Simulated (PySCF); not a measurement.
Ga(OH)2(SiH3) (GaH5O2Si), SMILES [SiH3][Ga]([OH])[OH]. Atoms are numbered in the order given.

```xyz
9

Ga    -0.2875     0.0753    -0.1996
O     -1.6176    -1.1185    -0.3971
H     -2.3532    -0.8615    -0.9674
O     -0.4255     1.6488    -1.0590
H     -1.2139     1.7826    -1.6003
Si     1.6228    -0.4220     1.1509
H      2.1281     0.8182     1.8061
H      2.7046    -0.9842     0.2897
H      1.2708    -1.4245     2.1964
```
Charge 0, spin multiplicity 1.

Coordinates come from a B3LYP-D3(BJ)/def2-SVP optimisation. The structure was generated by enumeration; whether it is a known compound was not checked. One conformer was computed; it need not be the lowest.

Two levels are set side by side: PBE/pcSseg-1 (PySCF) and HF/pcSseg-1 (PySCF). GIAO shifts against H2O (¹⁷O), TMS (²⁹Si), TMS (¹H) at the same level; non-relativistic, no solvent, atoms listed together averaged. Differences are taken from unrounded values.

| quantity | HF |
|---|---|
| δ(¹⁷O) of O2, O4 (ppm) | 40.2 |
| δ(¹H) of H3, H5 (ppm) | 1.93 |
| δ(²⁹Si) of Si6 (ppm) | -113.0 |

### Question
What does PBE give, and how far is it from HF? (An estimate is asked for; the answer gives what the named calculation found.)

### Answer

```
quantity                   PBE  PBE minus HF
----------------------  ------  ------------
δ(¹⁷O) of O2, O4 (ppm)   117.8          77.6
δ(¹H) of H3, H5 (ppm)     2.93          1.01
δ(²⁹Si) of Si6 (ppm)    -125.9         -13.0
```

Rough cost on one machine, each run with all the roots and properties that it gave: HF against PBE within a factor of 2.
